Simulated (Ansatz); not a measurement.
Compare A (`[CH3][Ge]([NH2])([F])[SH]`) with its isomer B (`N[CH2][GeH]([F])[SH]`).

Isolated molecules relaxed with PBE0-D4/def2-TZVP in Ansatz; ΔE leaves out vibrations. CBS: MP2 limit from def2 TZ/QZ plus the TZ coupled-cluster correction, frozen cores. Functionals use def2-TZVPP. B3LYP here is the variant with VWN-RPA as its local correlation; programs differ in this. For Ge outer-core shells are correlated without core-valence functions, which leaves a few kJ/mol of doubt a bond. Scalar relativity is left out up to krypton. Each species was taken in one conformer, which may not be the lowest.

A:

```xyz
11

C     0.6718    0.4878    1.2347
Ge   -0.4022    0.1272   -0.3387
N    -1.0085   -1.5475   -0.6828
F    -1.8746    1.0201   -0.0719
S     0.5859    0.7623   -2.2061
H     0.8704    1.5574    1.3107
H     0.1242    0.1672    2.1221
H     1.6169   -0.0528    1.1784
H    -1.6515   -1.9355   -0.0087
H    -0.3176   -2.2307   -0.9534
H     1.3852    1.6444   -1.5843
```

B:

Z-matrix (Å, degrees):
```
C
Ge 1 1.957
N 1 1.451 2 109.7
H 1 1.093 2 105.0 3 -117.5
H 1 1.100 2 109.1 3 127.8
S 2 2.208 1 108.1 3 -18.3
F 2 1.746 1 107.1 3 99.0
H 2 1.538 1 117.2 3 -144.3
H 3 1.012 1 111.4 2 70.4
H 3 1.012 1 111.3 2 -169.3
H 6 1.343 2 93.3 1 -152.4
```

Task: Which is lower in electronic energy at CCSD(T)/CBS, and by how much? (An estimate is asked.)

Result: Computed: A, by 117.3 kJ/mol.

Task: Give E(B) − E(A) in kJ/mol with PBE0-D4, MP2/def2-TZVPP, r2SCAN-D4, B2PLYP, ωB97M-V, B3LYP, CCSD/def2-TZVPP. (Estimate.)

Result: Ansatz gave: PBE0-D4 109.2, MP2/def2-TZVPP 124.2, r2SCAN-D4 115.7, B2PLYP 116.1, ωB97M-V 113.3, B3LYP 110.0, CCSD/def2-TZVPP 118.8. None reverses the order clearly.

Largest T1 diagnostic: 0.011.

From PBE to PBE0 (25 % exact exchange), in def2-TZVPP and without D4, E(B) − E(A) moves by +4.7 kJ/mol.
